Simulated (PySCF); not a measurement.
# Calculated properties of `C1CC([C@@H]2C[SiH2]N[SiH2]2)C1`

C6H15NSi2.
Numbering: `[CH2:1]1[CH2:2][CH:3]([C@@H:4]2[CH2:5][SiH2:6][NH:7][SiH2:8]2)[CH2:9]1` (hydrogens: H10, H11 on C1; H12, H13 on C2; H14 on C3; H15 on C4; H16, H17 on C5; H18, H19 on Si6; H20 on N7; H21, H22 on Si8; H23, H24 on C9)

Structure used (PBE0-D3(BJ)/def2-SVP), in Å, numbered top down from 1:
```
atom  x, y, z in Å
C1    -3.5385    0.5097    0.2630
C2    -2.3619    1.2172    0.9601
C3    -1.4336    0.1009    0.4354
C4    -0.0281    0.4479   -0.0172
C5     0.7064   -0.7230   -0.7019
Si6    2.5488   -0.3085   -0.7870
N7     2.6591    0.6825    0.6456
Si8    1.1190    1.0876    1.3578
C9    -2.5161   -0.2377   -0.6143
H10   -4.0634   -0.1749    0.9469
H11   -4.2888    1.1365   -0.2413
H12   -2.4154    1.3811    2.0476
H13   -2.1286    2.1796    0.4752
H14   -1.3876   -0.7135    1.1811
H15   -0.0987    1.2849   -0.7401
H16    0.6035   -1.6354   -0.0863
H17    0.2684   -0.9602   -1.6860
H18    3.4265   -1.5208   -0.7253
H19    2.9168    0.4268   -2.0424
H20    3.5419    1.0099    1.0208
H21    0.9710    2.5558    1.6150
H22    0.8605    0.3890    2.6619
H23   -2.7015   -1.2973   -0.8471
H24   -2.3259    0.2989   -1.5586
```

Among its groups: Si–H bond, C–Si bond and cyclobutane ring.

From PBE0-D3(BJ)/def2-SVP geometry optimisation, gas phase (PySCF):

```
Point group                  : C1
Rotational constants A, B, C : 2.530, 0.668, 0.552 GHz
```

From PBE0/def2-SVPD ground state, ΔSCF and vertical TDDFT (core frozen in the response) (PySCF):

```
Dipole moment                                                     : 0.18 D
HOMO energy                                                       : -7.18 eV
LUMO energy                                                       : 0.25 eV
HOMO–LUMO gap                                                     : 7.43 eV
Lowest singlet excitation                                         : 6.07 eV (204 nm, f = 0.007)
Strongest line among the 10 lowest singlet transitions            : S9 at 7.50 eV (165 nm, f = 0.018)
Lowest triplet excitation (Tamm–Dancoff)                          : 5.75 eV
Static isotropic polarisability                                   : 126.3 au
Vertical ionisation energy                                        : 8.88 eV
Electronic spatial extent ⟨r²⟩ about the centre of nuclear charge : 2100 bohr²
```

From CAM-B3LYP/pcSseg-1 ground state and GIAO shieldings, non-relativistic (PySCF):

```
13C chemical shifts (computed TMS as zero) by class         : 42.1 (C3), 32.0 (C9), 31.4 (C4), 30.4 (C2), 19.4 (C1), 11.9 (C5) ppm
1H chemical shifts (computed TMS as zero) by class          : 4.82 (H18), 4.76 (H21), 4.74 (H19), 4.47 (H22), 2.09 (H23), 1.94 (H14), 1.80 (H12), 1.79 (H10), 1.67 (H11), 1.51 (H24), 1.45 (H13), 1.06 (H17), 0.81 (H15), 0.47 (H16), -0.35 (H20) ppm
Isotropic shieldings of nuclei other than C and H, by class : 257 (N7), 363 (Si8), 364 (Si6) ppm
```

**delta-SCF UKS SCAN, pcX-2 on the ionised atom, pcseg-1 elsewhere, spin-free X2C; 2p3/2 from a spin–orbit splitting computed afterwards within the 2p shell (PySCF)**

```
Core binding energies : Si2p3/2 106.4 (Si8), Si2p3/2 106.5 (Si6), C1s 289.9 (C4), C1s 289.9 (C5), C1s 290.1 (C9), C1s 290.2 (C2), C1s 290.2 (C3), C1s 290.3 (C1), N1s 403.8 (N7), Si1s 1846.3 (Si8), Si1s 1846.4 (Si6) eV
```

Monoisotopic mass from the formula: 157.0743 u.

The principal polarisabilities are 105.2, 125.6 and 148.2 au; their mean is the isotropic value. In wavenumbers S1 is 48900 cm⁻¹ (1 eV = 8065.54 cm⁻¹). The ΔSCF ionisation energy exceeds −ε(HOMO) by 1.70 eV with PBE0. The largest Löwdin shares of the HOMO are 0.48 on N7, 0.11 on Si8, 0.10 on Si6 and 0.07 on H22. The dipole equals about 0.6 × 10⁻³⁰ C·m (1 D = 3.33564 × 10⁻³⁰ C·m). No computed singlet falls in the visible range (750 to 380 nm, 1.65 to 3.26 eV); S1 lies 2.81 eV above its blue end.

One conformer stands for the species.
